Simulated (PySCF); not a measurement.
Geometries of 6 isomers of C4H10Ge, from PBE0-D3(BJ)/def2-SVP geometry optimisation, gas phase in PySCF 2.14.0. One conformer each, no zero-point energy, no frequencies.

Question: Which isomer lies lowest at this level?
A.
```xyz
15
angstrom
C     -2.357    0.954    0.319
C     -1.214    0.794   -0.350
C     -0.586   -0.524   -0.678
C      0.760   -0.756    0.018
Ge     2.181    0.516   -0.457
H     -2.763    1.946    0.536
H     -2.934    0.093    0.671
H     -0.672    1.690   -0.682
H     -0.441   -0.589   -1.772
H     -1.284   -1.335   -0.410
H      1.139   -1.761   -0.226
H      0.632   -0.723    1.112
H      1.958    1.894    0.196
H      3.545   -0.028    0.009
H      2.217    0.704   -1.989
```
B.
```xyz
15
angstrom
C      2.056   -0.362   -0.671
Ge     0.730    0.339    0.578
C     -0.820    1.217   -0.287
C     -1.562   -0.141   -0.206
C     -0.799   -0.870    0.928
H      2.679    0.451   -1.072
H      1.549   -0.859   -1.511
H      2.713   -1.093   -0.177
H      1.420    1.040    1.771
H     -1.264    1.968    0.385
H     -0.726    1.660   -1.289
H     -1.427   -0.690   -1.153
H     -2.651   -0.059   -0.047
H     -0.690   -1.958    0.819
H     -1.236   -0.661    1.917
```
C.
```xyz
15
angstrom
C     -0.697    0.608    0.926
C     -1.133   -0.640    0.152
C      0.106   -1.411   -0.320
Ge     1.366    0.026   -0.814
C      0.290    1.421    0.079
H     -1.570    1.211    1.228
H     -0.203    0.291    1.862
H     -1.725   -0.325   -0.726
H     -1.800   -1.271    0.762
H      0.544   -1.993    0.507
H     -0.108   -2.113   -1.138
H      2.772   -0.161   -0.209
H      1.503    0.243   -2.334
H     -0.240    2.004   -0.691
H      0.888    2.127    0.673
```
D.
```xyz
15
angstrom
C     -1.197    0.600    0.927
C     -0.587   -0.196    0.038
C     -1.156   -1.528   -0.353
C      0.710    0.186   -0.610
Ge     2.275   -0.662    0.237
H     -2.131    0.301    1.410
H     -0.782    1.575    1.200
H     -0.435   -2.342   -0.169
H     -2.079   -1.756    0.198
H     -1.383   -1.551   -1.433
H      0.722   -0.101   -1.675
H      0.878    1.272   -0.560
H      2.395   -0.178    1.694
H      3.555   -0.280   -0.534
H      2.139   -2.198    0.231
```
E.
```xyz
15
angstrom
C      1.820   -0.438   -0.115
C      0.802    0.647    0.205
C     -0.085    0.977   -1.029
Ge    -1.489   -0.199   -0.283
C     -0.259    0.148    1.227
H      1.326   -1.353   -0.486
H      2.525   -0.106   -0.893
H      2.401   -0.715    0.778
H      1.345    1.535    0.573
H      0.365    0.763   -2.010
H     -0.433    2.021   -1.025
H     -1.529   -1.644   -0.818
H     -2.931    0.343   -0.197
H      0.064   -0.668    1.889
H     -0.656    0.966    1.848
```
F.
```xyz
15
angstrom
C     -2.029   -0.060    0.902
C     -1.052    0.388   -0.180
C     -0.243   -0.742   -0.734
C      1.093   -0.836   -0.753
Ge     2.329    0.490   -0.052
H     -2.635    0.783    1.266
H     -2.720   -0.829    0.522
H     -1.494   -0.491    1.763
H     -1.617    0.853   -1.008
H     -0.387    1.175    0.214
H     -0.833   -1.571   -1.153
H      1.538   -1.734   -1.197
H      1.984    0.868    1.403
H      3.752   -0.099   -0.084
H      2.316    1.783   -0.893
```

Answer: C. That is `C1C[CH2][GeH2][CH2]1`, 13.2 kcal/mol below the next.

| SMILES | atoms numbered as above | E (Eh) | relative (kcal/mol) | relative (kJ/mol) | dipole (D) |
| --- | --- | --- | --- | --- | --- |
| C1C[CH2][GeH2][CH2]1 | [CH2:1]1[CH2:2][CH2:3][GeH2:4][CH2:5]1 | -2234.62864 | 0.0 | 0.0 | 0.65 |
| [CH3][GeH]1[CH2]C[CH2]1 | [CH3:1][GeH:2]1[CH2:3][CH2:4][CH2:5]1 | -2234.60762 | 13.2 | 55.2 | 0.48 |
| CC1[CH2][GeH2][CH2]1 | [CH3:1][CH:2]1[CH2:3][GeH2:4][CH2:5]1 | -2234.60075 | 17.5 | 73.2 | 0.46 |
| C=C(C)[CH2][GeH3] | [CH2:1]=[C:2]([CH3:3])[CH2:4][GeH3:5] | -2234.59556 | 20.8 | 86.8 | 0.62 |
| CC/C=[CH]\[GeH3] | [CH3:1][CH2:2]/[CH:3]=[CH:4]\[GeH3:5] | -2234.58997 | 24.3 | 101.5 | 1.06 |
| C=CC[CH2][GeH3] | [CH2:1]=[CH:2][CH2:3][CH2:4][GeH3:5] | -2234.58679 | 26.3 | 109.9 | 0.72 |

As drawn, the highest has a C=C bond outside aromatic rings, which the lowest lacks.
